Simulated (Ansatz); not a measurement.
`B/C=C/[SiH3]` and `BC=C` differ in one atom or group.

Ansatz, PBE0-D4/def2-TZVP geometries, multiplicity 1. 

```csv
property,`B/C=C/[SiH3]`
zero-point energy (PBE0-D4/def2-TZVP) / kJ/mol,204.3
HOMO energy (PBE0/def2-TZVPP) / eV,-8.47
size of the dipole moment (ωB97M-V/def2-TZVPP) / D,0.73
HOMO–LUMO gap (PBE/def2-TZVPP) / eV,4.01
HOMO energy (PBE/def2-TZVPP) / eV,-7.37
LUMO energy (PBE0/def2-TZVPP) / eV,-2.40
```

**Question.** Give the same properties after the change, and the shifts. (Estimate.)

**Answer.** Ansatz gave: 
```csv
property,`BC=C`,shift
zero-point energy (PBE0-D4/def2-TZVP) / kJ/mol,164.6,-39.7
HOMO energy (PBE0/def2-TZVPP) / eV,-8.51,-0.04
size of the dipole moment (ωB97M-V/def2-TZVPP) / D,1.29,0.56
HOMO–LUMO gap (PBE/def2-TZVPP) / eV,4.39,0.38
HOMO energy (PBE/def2-TZVPP) / eV,-7.49,-0.12
LUMO energy (PBE0/def2-TZVPP) / eV,-2.09,0.31
```

The zero-point energy changes by -39.7 kJ/mol with -9 modes. Dipoles are sizes alone; their direction can turn.
